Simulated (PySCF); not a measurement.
## Two-dimensional NMR puzzle

Compound of formula C$_{9}$H$_{14}$Si. Correlations simulated from computed shifts and the bond graph:

HSQC (one-bond C–H):
```csv
δH,δC
7.56,139.3
7.43,133.2
7.42,134.4
0.26,-0.8
```

COSY cross peaks (H two or three bonds apart, from the bond graph; peaks can be absent where the dihedral angle is near 90°):
```csv
δH,δH
7.56,7.43
7.43,7.42
```

HMBC (two and three bonds, from the bond graph):
```csv
δH,δC
7.56,"145.0, 139.3, 134.4, 133.2"
7.43,"145.0, 139.3, 134.4, 133.2"
7.42,"139.3, 133.2"
0.26,"145.0, -0.8"
```

Carbons without hydrogens: δ 145.0.

How the numbers were obtained: geometry from PBE0-D3(BJ)/def2-SVP, NMR shieldings at PBE0/pcSseg-1/GIAO, in PySCF 2.14.0 with density-fitted response routines (non-relativistic, a single conformation, no solvent model, averaged over atoms made equivalent by symmetry, fast rotation or ring inversion).

Referencing at the same level of theory: 1H (σ = 31.27 ppm) and 13C (σ = 184.41 ppm) vs TMS.

Exchangeable hydrogens are left out of these lists.

Question: Which molecule is this?

Answer: SMILES C[Si](C)(C)c1ccccc1.

Mapped SMILES: `[CH3:1][Si:2]([CH3:3])([CH3:4])[c:5]1[cH:6][cH:7][cH:8][cH:9][cH:10]1` (H(Xn): hydrogen on atom n).

- δC 145.0 is C5, a substituted aromatic carbon.
- δC 139.3 is C6/C10, an aromatic CH (δH 7.56).
- δC 134.4 is C8, an aromatic CH (δH 7.42).
- δC 133.2 is C7/C9, an aromatic CH (δH 7.43).
- δC -0.8 is C1/C3/C4, a methyl carbon bonded to Si (δH 0.26).
- HMBC from δH 7.56 reaches the proton-free carbon C5.
- HMBC from δH 7.43 reaches the proton-free carbon C5.
- HMBC from δH 0.26 reaches the proton-free carbon C5.
- COSY links 7.56–7.43, 7.43–7.42.

The shifts were computed for this structure.

Shifts are as computed. Against solution values, carbons near 30 ppm lie about +2 ppm off and those near 130 ppm about +5 ppm. Of 1211 compounds with measured shifts, 218 miss one by over three times the rms of a fit or turn the order of signals round; such compounds aren't used in these exercises.
